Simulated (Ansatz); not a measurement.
Abridged output of a molecular run in Ansatz:

```
Functional definition: HF
778 factors; integrals over basis functions are off by at most 1.1e-3 eV
mean field evaluation 1: about -26735.5572 eV, gradient 3.1e1 eV
mean field evaluation 2: about -26735.5641 eV, gradient 3.1e1 eV
mean field evaluation 4: about -26738.6691 eV, gradient 3.0e0 eV
mean field evaluation 8: about -26738.7378 eV, gradient 1.9e-3 eV
mean field -26738.73777025 eV, -982.6304888894 hartree, gradient 4.3e-6 eV, S^2 0.000000; 0 other end points of the search recorded, 0 dependent functions left out
16 core orbitals not correlated: weight in the atoms' cores, before any rotation towards them, 1.000 or more for the frozen orbitals, at most 0.000 for the correlated occupied ones
reference -26738.73777025 eV, -982.6304888894 hartree; 10, 10 occupied and 57, 57 virtual orbitals, 778 factors
second order -10.56282610 eV of doubles, -0.00000000 eV of singles
cycle   1  -11.30388726 eV  change   -7.4e-1 eV  update   8.7e-2
cycle   2  -11.63519749 eV  change   -3.3e-1 eV  update   2.9e-2
cycle   3  -11.69257059 eV  change   -5.7e-2 eV  update   1.3e-2
cycle   4  -11.68802297 eV  change    4.5e-3 eV  update   4.3e-3
cycle   5  -11.68712103 eV  change    9.0e-4 eV  update   2.1e-3
cycle   6  -11.68704559 eV  change    7.5e-5 eV  update   9.8e-4
cycle   7  -11.68708727 eV  change   -4.2e-5 eV  update   4.6e-4
cycle   8  -11.68719722 eV  change   -1.1e-4 eV  update   2.1e-4
cycle   9  -11.68719812 eV  change   -9.0e-7 eV  update   8.0e-5
cycle  10  -11.68716638 eV  change    3.2e-5 eV  update   3.4e-5
cycle  11  -11.68717667 eV  change   -1.0e-5 eV  update   1.5e-5
perturbative correction -0.38300546 eV, -0.0140751911 hartree
Total energy: -26750.80795239 eV, -983.0740599015 hartree
```

Its atoms:

Z-matrix (Å, degrees):
```
C
Al 1 1.954
Al 1 1.961 2 76.7
H 1 1.091 2 139.7 3 146.1
H 1 1.124 2 88.4 3 -97.0
Cl 2 2.103 1 134.5 3 -170.4
H 3 1.591 1 137.7 2 159.4
```

Task: Which basis set was used?
A. def2-SVP
B. cc-pV(T+d)Z
C. def2-TZVPPD
D. def2-SVPD

Result: A. It gives 83 functions.

Task: Write the keys of the input that set method, charge and spin (a neutral closed shell needs none for the last two).

Result: 
```yaml
correlation: {method: ccsd_t}
```
